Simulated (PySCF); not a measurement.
**I²⁺ (iodine, charge +2) across methods**

[Kr] 4d10 5s1 5p4, high-spin 4P determinant (an excited configuration). All numbers are calculated (PySCF 2.14, scalar relativity through the core potential, in def2-TZVPPD with the def2 core potential (28 electrons) (7s6p4d2f, 59 functions)).

```csv
method,E (hartree),mean ε 5s α (eV),mean ε 5p α (eV),mean ε 5p β (eV),Σ⟨r²⟩ (bohr²),⟨S²⟩
UHF,-295.24964,-46.395,-31.125,-25.905,41.19,3.758
PBEsol,-295.8794,-37.987,-26.152,-23.775,40.62,3.753
LDA,-295.7318,-38.113,-26.214,-24.013,40.65,3.752
MN15,-295.4729,-41.208,-28.208,-25.353,40.71,3.753
PBE,-296.1668,-37.926,-26.129,-23.801,40.66,3.752
r2SCAN,-296.3031,-38.955,-26.699,-23.842,40.60,3.755
PW91,-296.2705,-38.003,-26.183,-23.868,40.63,3.753
PBE0,-296.1951,-40.281,-27.581,-24.661,40.68,3.753
```

**Question.** Estimate the same row for LC-wPBE.

**Answer.** E (hartree) = -296.2124; mean ε 5s α (eV) = -43.801; mean ε 5p α (eV) = -30.426; mean ε 5p β (eV) = -27.320; Σ⟨r²⟩ (bohr²) = 40.58; ⟨S²⟩ = 3.753.

Energies and moments cover only the electrons outside the core potential.
